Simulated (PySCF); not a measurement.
fluoro(fluorosilyloxy)silane (F2H4OSi2), SMILES F[SiH2]O[SiH2]F.

Coordinates come from a PBE0-D3(BJ)/def2-SVP optimisation. One conformer was computed; it need not be the lowest.

Two levels are set side by side: TDDFT-PBE/def2-SVPD (PySCF) and TDDFT-B3LYP/def2-SVPD (PySCF). Vertical, same geometry. The lowest singlet is HOMO→LUMO 97 % with PBE and HOMO→LUMO 87 % with the other functional; states are paired by order. Differences are taken from unrounded values.

```csv
quantity,TDDFT-B3LYP
lowest singlet excitation (eV),7.96
lowest triplet excitation (TDA) (eV),7.56
```

Problem. What does TDDFT-PBE give, and how far is it from TDDFT-B3LYP? (An estimate is asked for; the answer gives what the named calculation found.)

Solution. 
```tsv
quantity	TDDFT-PBE	TDDFT-PBE minus TDDFT-B3LYP
lowest singlet excitation (eV)	7.27	-0.68
lowest triplet excitation (TDA) (eV)	6.96	-0.60
```

Functionals without exact exchange tend to place singlet excitations lower, as here. Differences between two approximate levels are no errors against the true value.

Rough cost on one machine, each run with all the roots and properties that it gave: TDDFT-B3LYP against TDDFT-PBE about 3 times.
